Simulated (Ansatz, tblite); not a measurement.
Cost and result up the ladder for the cluster RbF₂⁻ (the lowest singlet isomer of a short search) (3 atoms). Charge -1, multiplicity 1. Geometry: r2SCAN-D4/def2-TZVPD.

```xyz
3

Rb    0.000   -0.001    0.000
F    -0.392   -0.086    2.524
F     0.392    0.087   -2.524
```

Ansatz on 4 threads of Intel Xeon on a shared host; xTB runs through tblite on one thread. Times are rough, summed over both states, and most runs start from the orbitals of an earlier one. CCSD(T)/def2-TZVPPD serves as the yardstick here, not as an exact answer. The other state is a doublet.

In the def2 sets Rb takes a core potential; there is no spin–orbit coupling. The xTB rows come from tblite. Correlated methods freeze 2 core orbitals; core or outer-core shells of Rb are correlated, in sets that lack core-valence functions. The structure comes from a short search, and lower isomers may exist.

Raw xTB energies of ions are shifted by several eV.

```
                           level  functions  wall time  vertical IE (eV)  difference from CCSD(T)/def2-TZVPPD (eV)
                        GFN1-xTB         12    0.011 s              9.12                                      3.72
                        GFN2-xTB         12    0.011 s              8.28                                      2.88
               PBE-D4/def2-TZVPD        113      5.8 s              3.80                                     -1.60
            r2SCAN-D4/def2-TZVPD        113       12 s              3.85                                     -1.55
PBE0-D4/def2-TZVPD (with forces)        113       16 s              4.31                                     -1.09
             CCSD(T)/def2-TZVPPD        120       35 s              5.40                                      0.00
```
